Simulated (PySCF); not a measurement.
# Sm²⁺ (samarium, charge +2) across methods

[Xe] 4f5 6p1, one real determinant (an excited configuration). Computed with PySCF 2.14 in x2c-TZVPPall, with scalar relativity by spin-free X2C-1e.

```
method   E (hartree)  mean ε 5p β (eV)  mean ε 4f α (eV)  mean ε 6p α (eV)  Σ⟨r²⟩ (bohr²)    ⟨S²⟩
  PBE0     -10425.33           -43.647           -29.720           -13.215          55.03  12.002
r2SCAN     -10425.70           -42.386           -27.218           -12.784          54.89  12.004
   PBE     -10425.36           -41.806           -26.731           -12.777          54.82  12.002
   LDA     -10417.61           -42.030           -26.888           -12.755          54.54  12.002
   UHF  -10421.91452           -47.785           -38.006           -14.075          56.35  12.005
```

⟨L²⟩ = 26.01 against 42 for a pure I term, so this real determinant mixes terms. Spin-orbit coupling, absent here, splits the open shell strongly.
